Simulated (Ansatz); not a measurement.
Input for Ansatz (an electronic-structure program): U-B3LYP/def2-TZVPP on ClHPb (SMILES [Cl][PbH]), a point of a bond scan (R = 2.515 Å). Elements past Kr take the def2 small-core potentials; no spin–orbit coupling.

Ansatz 0.2 input:
```yaml
crystal:
  periodic: [false, false, false]
  atoms:
    - {symbol: Pb, position_ang: [-0.21816163, -0.21253453, 0.29359630]}
    - {symbol: H, position_ang: [-1.78348778, -1.12294983, -1.45121876]}
    - {symbol: Cl, position_ang: [1.13334803, 1.07733808, -1.35741397]}
basis:
  gaussian:
    orbitals: def2-TZVPP
hamiltonian:
  xc: {name: B3LYP}
magnetization: {spin_polarized: true, initial_magnetization: 0}
```

The head of its log:

```
WARN ansatz: RAYON_NUM_THREADS=1 ignored (pool sized by the plan → 1); use --threads N
Functional definition: B3LYP
integrals: 0.03 GiB planned
802 factors; their error is unknown
mean field: 0.40 GiB planned
mean field evaluation 1: about -17787.5592 eV, gradient 1.7e1 eV
mean field evaluation 2: about -17775.7271 eV, gradient 4.6e1 eV
```

Question: What total energy does the run end on?

Answer: -653.7747 hartree.
